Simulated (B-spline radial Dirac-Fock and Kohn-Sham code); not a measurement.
Core-level shifts of krypton with charge state

Calculated with a B-spline atomic structure program, using ΔSCF Dirac-Fock with Breit, self-energy and vacuum polarisation, finite nucleus, configuration average. Each ion is free and in its tabulated ground configuration. No correlation.

Reference: Kr, [Ar] 3d10 4s2 4p6, with K 14326.1 eV, L2 1732.2 eV, M1 295.9 eV, M4 93.42 eV, M5 92.18 eV. Shifts from it, in eV (a dash: the subshell is empty, belongs to an open shell averaged over j, or its hole state is left out as unreliable):

| ion | configuration | K | L2 | M1 | M4 | M5 |
| --- | --- | --- | --- | --- | --- | --- |
| Kr⁺ | [Ar] 3d10 4s2 4p5 | +13.4 | +13.2 | +13.0 | +13.0 | +13.0 |
| Kr²⁺ | [Ar] 3d10 4s2 4p4 | +28.4 | +27.9 | +27.4 | +27.4 | +27.4 |
| Kr³⁺ | [Ar] 3d10 4s2 4p3 | +44.8 | – | +43.1 | +43.0 | +43.0 |
| Kr⁴⁺ | [Ar] 3d10 4s2 4p2 | +62.7 | +61.4 | +60.0 | +59.8 | +59.8 |
| Kr⁵⁺ | [Ar] 3d10 4s2 4p1 | +81.8 | +80.0 | +77.9 | +77.6 | +77.6 |
| Kr⁶⁺ | [Ar] 3d10 4s2 | +102.2 | +99.7 | +96.8 | +96.5 | +96.5 |
| Kr⁷⁺ | [Ar] 3d10 4s1 | +124.6 | +121.7 | – | +117.4 | +117.4 |
